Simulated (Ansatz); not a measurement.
Calculated with Ansatz (gas phase, PBE0-D4/def2-TZVP geometries, no zero-point term in ΔE). CCSD(T)/CBS is the MP2 limit (def2-TZVPP, def2-QZVPP) plus CCSD(T) − MP2 in def2-TZVPP, frozen cores. DFT in def2-TZVPP. Elements past krypton have def2 core potentials. For Br, In, Sn outer-core shells are correlated without core-valence functions, which leaves a few kJ/mol of doubt a bond. Scalar relativity is left out up to krypton. One conformer a species, not always the lowest.

Consider the redistribution: `[OH][Sn]([OH])([Cl])[Cl]` + `[Cl][In]([Cl])[Br]` → `[OH][Sn]([Cl])([Cl])[Br]` + `[OH][In]([Cl])[Cl]`.

CCSD(T)/CBS gives +0.29 eV.

**Question.** Another level gave +0.27 eV. Which?
A. LDA (SPW92)/def2-TZVPP
B. B97M-V/def2-TZVPP
C. HF/def2-TZVPP
D. BHLYP/def2-TZVPP

**Answer.** A. LDA (SPW92) 0.27, B97M-V 0.31, HF/def2-TZVPP 0.44, BHLYP 0.36 eV.

Largest T1 diagnostic among the species: 0.014.

At CCSD(T), def2-SVP lies +0.03 eV from the extrapolated value and def2-TZVPP +0.04 eV. In def2-TZVPP, CCSD(T) changes the Hartree–Fock value by −0.11 eV (the triples alone add −0.02 eV) and MP2 by −0.13 eV.
